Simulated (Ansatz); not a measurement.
A single point on CH₃AlO₂S, SMILES `O[CH]1[S][Al]1[OH]`.

```yaml
crystal:
  periodic: [false, false, false]
  atoms:
    - {symbol: O, position_ang: [-0.016827, 1.792758, 0.704491]}
    - {symbol: C, position_ang: [0.488332, 0.808581, -0.113868]}
    - {symbol: S, position_ang: [1.433831, -0.664581, 0.845017]}
    - {symbol: Al, position_ang: [-0.354904, -0.904049, -0.241376]}
    - {symbol: O, position_ang: [-1.617030, -1.859180, -0.797909]}
    - {symbol: H, position_ang: [0.695360, 2.375341, 0.990645]}
    - {symbol: H, position_ang: [1.208898, 1.178858, -0.843421]}
    - {symbol: H, position_ang: [-1.745460, -2.784828, -0.599379]}
basis:
  gaussian: {orbitals: def2-QZVPP}
correlation: {method: mp2}
```

```sh
$ ansatz run in.yaml --threads 4 --pin off --events-out ev --progress --plain
```

Output, abridged:

```
Functional definition: HF
2436 factors; integrals over basis functions are off by at most 9.6e-4 eV
mean field evaluation 1: about -22552.4535 eV, gradient 4.9e1 eV
mean field evaluation 2: about -22552.6103 eV, gradient 4.9e1 eV
mean field evaluation 4: about -22557.1127 eV, gradient 3.8e0 eV
mean field evaluation 8: about -22557.1824 eV, gradient 3.2e-1 eV
mean field -22557.18301168 eV, -828.9611858714 hartree, gradient 6.4e-6 eV, S^2 0.000000; 0 other end points of the search recorded, 0 dependent functions left out
13 core orbitals not correlated: weight in the atoms' cores, before any rotation towards them, 1.000 or more for the frozen orbitals, at most 0.000 for the correlated occupied ones
reference -22557.18301168 eV, -828.9611858714 hartree; 14, 14 occupied and 374, 374 virtual orbitals, 2436 factors
second order -26.11294195 eV of doubles, -0.00000000 eV of singles
Total energy: -22583.29595363 eV, -829.9208187880 hartree
```

Hardware: 4 threads of a server CPU on a shared host. Wall time 9.5 s, peak host memory 1.9 GiB.
